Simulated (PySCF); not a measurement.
One molecule, one basis, several functionals.

C2H7NSSi2.
SMILES with atom numbers: `[CH3:1][S:2][SiH2:3][SiH2:4][C:5]#[N:6]` (hydrogens: H7, H8, H9 on C1; H10, H11 on Si3; H12, H13 on Si4)

Structure used (PBE0-D3(BJ)/def2-SVP), in Å, numbered top down from 1:
```
atom  x, y, z in Å
C1    -2.8679    0.0973   -0.2779
S2    -1.4268   -0.7183   -1.0375
Si3    0.1874    0.2632   -0.0363
Si4    2.1017   -0.6920   -0.9952
C5     3.5739    0.0846   -0.1671
N6     4.4647    0.5957    0.3723
H7    -2.8627    1.1789   -0.4716
H8    -2.9092   -0.0911    0.8042
H9    -3.7577   -0.3424   -0.7483
H10    0.1780    0.0218    1.4399
H11    0.1890    1.7403   -0.2724
H12    2.1793   -2.1599   -0.7548
H13    2.2066   -0.3918   -2.4507
```

PySCF, pcSseg-1 basis, density fitting, gas phase, PBE0-D3(BJ)/def2-SVP geometry. One functional is left out:

```tsv
functional	exact exchange (%)	HOMO energy (eV)	LUMO energy (eV)	dipole moment (D)
B97-D	0	-6.15	-1.65	4.094
BLYP	0	-5.99	-1.58	4.095
BP86	0	-6.28	-1.87	4.133
LDA	0	-6.25	-2.01	4.220
OPBE	0	-6.18	-1.65	4.010
PBE	0	-6.17	-1.77	4.092
B97-2	21	-7.16	-0.92	4.102
PBE0	25	-7.39	-0.91	4.115
mPW1PW91	25	-7.42	-0.91	4.120
BHandHLYP	50	-8.46	0.11	4.141
```

**Question.** Predict the row of B3LYP (20 % exact exchange) by straight lines through the other rows, and check it.

**Answer.** 
```json
{"property": "HOMO energy (eV)", "line": "-7.11", "computed": "-7.14", "computed − line": "-0.03", "B97-2 (21 %), for comparison": "-7.16"}
{"property": "LUMO energy (eV)", "line": "-1.03", "computed": "-1.05", "computed − line": "-0.02", "B97-2 (21 %), for comparison": "-0.92"}
{"property": "dipole moment (D)", "line": "4.117", "computed": "4.117", "computed − line": "0.000", "B97-2 (21 %), for comparison": "4.102"}
```

**Question.** Which of these properties follows the share of exact exchange most closely, and which least?

**Answer.** Most closely the HOMO energy, least the dipole moment; the correlations over the tabulated rows are HOMO energy -0.995, LUMO energy 0.981, dipole moment 0.182. The HOMO energy moves by -0.467 eV for every 10 %. Functionals with the same share still differ in their other parts: at 0 % BLYP and BP86 differ by 0.29 eV in it.
